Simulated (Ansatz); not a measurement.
Input for Ansatz (a program for electronic structure): U-B3LYP-D3(BJ)/def2-TZVP on ClIn (SMILES [Cl][In]), 2S+1 = 3, a spin state set in the input, which need not be the lowest. Elements past Kr take the def2 small-core potentials; no spin–orbit coupling.

Ansatz 0.2 input:
```yaml
crystal:
  periodic: [false, false, false]
  atoms:
    - {symbol: Cl, position_ang: [1.23519392, 0.00000000, 0.00000000]}
    - {symbol: In, position_ang: [-1.23519392, 0.00000000, 0.00000000]}
basis:
  gaussian:
    orbitals: def2-TZVP
hamiltonian:
  xc: b3lyp
  dispersion: d3bj
magnetization: {spin_polarized: true, initial_magnetization: 2}
relax: {f_tol: 0.003, max_steps: 120}
```

**Question.** Give the final energy of this run.

**Answer.** -650.3887 hartree.

**Question.** How many basis functions does it have, and what does it roughly cost on one machine?

**Answer.** 87 functions; around 18 core-seconds (rough).
